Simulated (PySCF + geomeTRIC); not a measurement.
Computed with BP86-D3(BJ)/def2-SVP run with PySCF + geomeTRIC. fastk is a local helper that only speeds up exchange builds. No frequencies were computed at this level.

```python
import json, numpy as np
from pyscf import gto, dft
from fastk import lowrank_exchange
atoms = """
Ti    -0.031460    -0.048761     0.050620
N     -0.184017     1.773182    -0.353491
H      0.530479     2.454599    -0.088725
H     -1.079768     2.259398    -0.404307
N      0.838645    -0.308435     1.687084
H      1.770060    -0.716724     1.773125
H      0.684899     0.301557     2.492981
N     -1.751875    -0.777757     0.168108
H     -2.072258    -1.325112     0.967548
H     -2.277354    -1.080910    -0.654527
N      0.967256    -0.877678    -1.297612
H      0.887443    -1.874163    -1.510393
H      1.279382    -0.397992    -2.142386
"""
def scf(charge, spin, dm0=None):
    mol = gto.M(atom=atoms, basis='def2-svp', ecp={}, charge=charge, spin=spin, verbose=3, max_memory=10080)
    mf = dft.KS(mol, xc='bp86').density_fit(auxbasis="def2-universal-jkfit")
    mf.disp = 'd3bj'
    mf.grids.level = 3
    mf.conv_tol = 1e-8
    mf.max_cycle = 120
    mf.level_shift = 0.25
    mf.kernel(dm0)
    if not mf.converged:
        mf = mf.newton().run(mf.mo_coeff, mf.mo_occ).undo_soscf()
    return mf
mf = scf(0, 0)
from pyscf.geomopt.geometric_solver import kernel as optimize
path = []
done, mol = optimize(mf, maxsteps=120, assert_convergence=False, callback=lambda env: path.append((env["energy"], bool(env["g_scanner"].converged))))
res = dict(converged=bool(done and path[-1][1]), energy=path[-1][0], path=[e for e, c in path], xyz=mol.atom_coords(unit="Angstrom").tolist(), nao=mol.nao)
json.dump(res, open("result.json", "w"))
```

Output:

```
converged SCF energy = -1073.28021759305
Geometry optimization cycle 1
converged SCF energy = -1073.28021761148
cycle 1: E = -1073.28021761  dE = -1073.28  norm(grad) = 0.0253193
Geometry optimization cycle 2
converged SCF energy = -1073.28271085712
cycle 2: E = -1073.28271086  dE = -0.00249325  norm(grad) = 0.00858547
Geometry optimization cycle 3
converged SCF energy = -1073.28306153112
cycle 3: E = -1073.28306153  dE = -0.000350674  norm(grad) = 0.00636903
Geometry optimization cycle 4
converged SCF energy = -1073.28359091434
cycle 4: E = -1073.28359091  dE = -0.000529383  norm(grad) = 0.0058132
Geometry optimization cycle 5
converged SCF energy = -1073.28388809024
cycle 5: E = -1073.28388809  dE = -0.000297176  norm(grad) = 0.00512616
Geometry optimization cycle 6
converged SCF energy = -1073.28414990266
cycle 6: E = -1073.2841499  dE = -0.000261812  norm(grad) = 0.00331352
Geometry optimization cycle 7
converged SCF energy = -1073.2842281684
cycle 7: E = -1073.28422817  dE = -7.82657e-05  norm(grad) = 0.00166701
Geometry optimization cycle 8
converged SCF energy = -1073.28424361331
cycle 8: E = -1073.28424361  dE = -1.54449e-05  norm(grad) = 0.000704733
Geometry optimization cycle 9
converged SCF energy = -1073.28424887903
cycle 9: E = -1073.28424888  dE = -5.26572e-06  norm(grad) = 0.000334443
Geometry optimization cycle 10
converged SCF energy = -1073.28425144955
cycle 10: E = -1073.28425145  dE = -2.57053e-06  norm(grad) = 0.00030382
Geometry optimization cycle 11
converged SCF energy = -1073.28425240575
cycle 11: E = -1073.28425241  dE = -9.56191e-07  norm(grad) = 0.000228446
Geometry optimization cycle 12
converged SCF energy = -1073.28425277231
cycle 12: E = -1073.28425277  dE = -3.66565e-07  norm(grad) = 0.000115375
Geometry optimization cycle 13
converged SCF energy = -1073.28425279154
cycle 13: E = -1073.28425279  dE = -1.92326e-08  norm(grad) = 9.35086e-05
Geometry optimization cycle 14
converged SCF energy = -1073.28425294291
cycle 14: E = -1073.28425294  dE = -1.51363e-07  norm(grad) = 9.98726e-05
<class 'geometric.internal.Distance'> : 12
<class 'geometric.internal.Angle'> : 14
<class 'geometric.internal.OutOfPlane'> : 4
<class 'geometric.internal.Dihedral'> : 24
<class 'geometric.internal.TranslationX'> : 1
<class 'geometric.internal.TranslationY'> : 1
<class 'geometric.internal.TranslationZ'> : 1
<class 'geometric.internal.RotationA'> : 1
<class 'geometric.internal.RotationB'> : 1
<class 'geometric.internal.RotationC'> : 1
Step    0 : Gradient = 7.022e-03/9.829e-03 (rms/max) Energy = -1073.2802176115
Step    1 : Displace = 5.018e-02/8.182e-02 (rms/max) Trust = 1.000e-01 (=) Grad = 2.381e-03/4.100e-03 (rms/max) E (change) = -1073.2827108571 (-2.493e-03) Quality = 0.856
Step    2 : Displace = 1.161e-02/2.085e-02 (rms/max) Trust = 1.414e-01 (+) Grad = 1.766e-03/2.867e-03 (rms/max) E (change) = -1073.2830615311 (-3.507e-04) Quality = 1.602
Step    3 : Displace = 3.000e-02/5.048e-02 (rms/max) Trust = 2.000e-01 (+) Grad = 1.612e-03/2.598e-03 (rms/max) E (change) = -1073.2835909143 (-5.294e-04) Quality = 1.329
Step    4 : Displace = 2.236e-02/3.356e-02 (rms/max) Trust = 2.828e-01 (+) Grad = 1.422e-03/2.279e-03 (rms/max) E (change) = -1073.2838880902 (-2.972e-04) Quality = 1.498
Step    5 : Displace = 2.549e-02/3.242e-02 (rms/max) Trust = 3.000e-01 (+) Grad = 9.190e-04/1.404e-03 (rms/max) E (change) = -1073.2841499027 (-2.618e-04) Quality = 1.303
Step    6 : Displace = 1.312e-02/1.679e-02 (rms/max) Trust = 3.000e-01 (=) Grad = 4.623e-04/8.679e-04 (rms/max) E (change) = -1073.2842281684 (-7.827e-05) Quality = 1.230
Step    7 : Displace = 5.333e-03/8.861e-03 (rms/max) Trust = 3.000e-01 (=) Grad = 1.955e-04/3.736e-04 (rms/max) E (change) = -1073.2842436133 (-1.544e-05) Quality = 1.240
Step    8 : Displace = 3.158e-03/5.651e-03 (rms/max) Trust = 3.000e-01 (=) Grad = 9.276e-05/1.540e-04 (rms/max) E (change) = -1073.2842488790 (-5.266e-06) Quality = 1.268
Step    9 : Displace = 2.426e-03/4.160e-03 (rms/max) Trust = 3.000e-01 (=) Grad = 8.426e-05/1.476e-04 (rms/max) E (change) = -1073.2842514496 (-2.571e-06) Quality = 1.250
Step   10 : Displace = 1.724e-03/2.666e-03 (rms/max) Trust = 3.000e-01 (=) Grad = 6.336e-05/1.183e-04 (rms/max) E (change) = -1073.2842524057 (-9.562e-07) Quality = 1.054
Step   11 : Displace = 1.422e-03/2.332e-03 (rms/max) Trust = 3.000e-01 (=) Grad = 3.200e-05/5.886e-05 (rms/max) E (change) = -1073.2842527723 (-3.666e-07) Quality = 0.704
Step   12 : Displace = 1.075e-03/2.035e-03 (rms/max) Trust = 3.000e-01 (=) Grad = 2.593e-05/4.495e-05 (rms/max) E (change) = -1073.2842527915 (-1.923e-08) Quality = 0.062
Step   13 : Displace = 5.741e-04/9.186e-04 (rms/max) Trust = 5.373e-04 (-) Grad = 2.770e-05/4.659e-05 (rms/max) E (change) = -1073.2842529429 (-1.514e-07) Quality = 0.578
Converged! =D
```

Cost: very roughly 2.6 core-minutes.
